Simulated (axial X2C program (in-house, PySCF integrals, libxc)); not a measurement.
IrH⁺ at several levels of theory

All values were computed with an in-house all-electron X2C program for linear molecules (integrals from PySCF). Spin-free means the one-electron spin-free X2C Hamiltonian; two-component (2c) means X2C with spin–orbit coupling and atomic mean-field two-electron Coulomb and Gaunt terms, so the difference of the two also holds small scalar two-electron terms. Basis: Ir dyall-v3z [13s14p9d6f2g], H dyall-v3z [6s2p1d] (cores contracted in-house); Gaussian nuclei, density fitting, unrestricted open shells. Masses: Ir 192.963 u, H 1.008 u.

State, spin-free: M_S = 3/2, Λ = 0 (beyond evenly filled blocks: σα, δ+α, δ-α); electrons by block: σα: 14, σβ: 13, π+α: 8, π+β: 8, π-α: 8, π-β: 8, δ+α: 4, δ+β: 3, δ-α: 4, δ-β: 3, φ+α: 1, φ+β: 1, φ-α: 1, φ-β: 1. Fragments: Ir+ + H.

State, 2c: Ω = 9/2 (⟨Sz⟩ = 1.45, ⟨Lz⟩ = 3.05 at PBE0); electrons by block: 1/2: 22, -1/2: 21, 3/2: 12, -3/2: 11, 5/2: 5, -5/2: 4, 7/2: 1, -7/2: 1. Fragments: Ir+ + H.

```
Hamiltonian  level  Re (Å)  ωe (cm⁻¹)  ωexe (cm⁻¹)  Be (cm⁻¹)  αe (cm⁻¹)  De (eV)  D0 (eV)  k (mdyn/Å)  μ (D)
  spin-free   PBE0   1.542     2354.6         36.9      7.068      0.182     3.39     3.25        3.27  -0.65
  spin-free     HF   1.566     2231.0         48.2       6.86      0.198     1.64     1.51        2.94  -1.41
  spin-free    MP2   1.521     2500.2         21.5      7.271      0.163     3.06     2.90        3.69    n/a
  spin-free  B97-3   1.542     2341.5         36.9      7.068      0.184     3.26     3.12        3.24  -0.71
  spin-free   BLYP   1.560     2263.1         38.5      6.906      0.188     3.66     3.52        3.03  -0.40
         2c   PBE0   1.569     2263.2           36      6.828      0.177     3.17     3.03        3.03  -0.65
         2c     HF   1.595     2114.6         55.8      6.613      0.208     1.60     1.47        2.64  -1.46
         2c    MP2   1.545     2426.5          n/a       7.04      0.148     2.88     2.73        3.48    n/a
         2c  B97-3   1.572     2245.2         35.6      6.807      0.178     3.20     3.07        2.98  -0.71
         2c   BLYP   1.587     2177.2         37.8      6.676      0.184      n/a      n/a         2.8  -0.38
```

Correlated methods: 9 electrons correlated (number of frozen shells: Ir 5 s, 4 p, 2 d, 1 f; H none), 207 virtual spin orbitals or spinors in MP2.

Dipoles are positive if H is the positive end and refer to the centre of mass.

Occupations by symmetry block were frozen at the best pattern of an incomplete PBE0 search. De is counted from the lowest determinant-based energies of the atoms at the same level, without counterpoise correction. De is not given where an atomic determinant may have missed its ground term or J level, or where the truncated virtual space spoils (T). Density functionals use the spin component along the axis (collinear). Other states lie close and PBE0, whose exact exchange favours high spin, may order them wrongly; the determinant shown need not be the ground state. The nearest other spin-free determinant of the search, M_S = 3/2, Λ = 3, lies 0.38 eV up at the distance of the search. Without a current term, density functionals place determinants with orbital angular momentum somewhat too high. With several unpaired electrons one determinant need not be a pure state. The determinant is spin-polarised beyond a pure state at some levels (its spin-free form has ⟨S²⟩ too high), which makes Re and μ there less reliable.

The spin-free and the 2c determinant differ in configuration, so the two halves of the table describe two states.

Rough cost a point (2c) on 1 thread(s) of a shared host, integrals apart: PBE0 1.1 s, HF 0.9 s, B97-3 1.1 s, BLYP 0.5 s.
